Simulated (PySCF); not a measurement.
# Relaxation of quartet OsF3

All numbers come from UPBE0/[Os def2-SVP with ECP60, F def2-SVP], scalar-relativistic core potentials, density fitting, no spin–orbit coupling, PySCF. A (50,194) grid was used.

A hand-made T-shaped start, of C2v symmetry, held to at least that symmetry:

Coordinates in bohr (charge 0 multiplicity 4):
```
Os    0.0000    0.0000   -0.2978
F     0.0000    0.0000    3.3494
F     3.6449    0.0000   -0.1704
F    -3.6449    0.0000   -0.1704
```

Question: What does it relax to?

Answer: It ends at C2v with Os–F 1.826 Å, Os–F 1.870 Å (×2); F–Os–F 100.1° (×2), F–Os–F 159.7°. A frequency run shows 1 imaginary mode, down to 106i cm⁻¹, so it is a saddle point.

Question: How much energy is released, and in how many steps?

Answer: 52.0 kJ/mol in 5 steps.

Open d and f shells are described by one determinant, and the ground state may have another occupation or spin. Spin–orbit coupling, left out here, can matter for elements this heavy.

The relaxation took of the order of 26 core-seconds on a shared host.
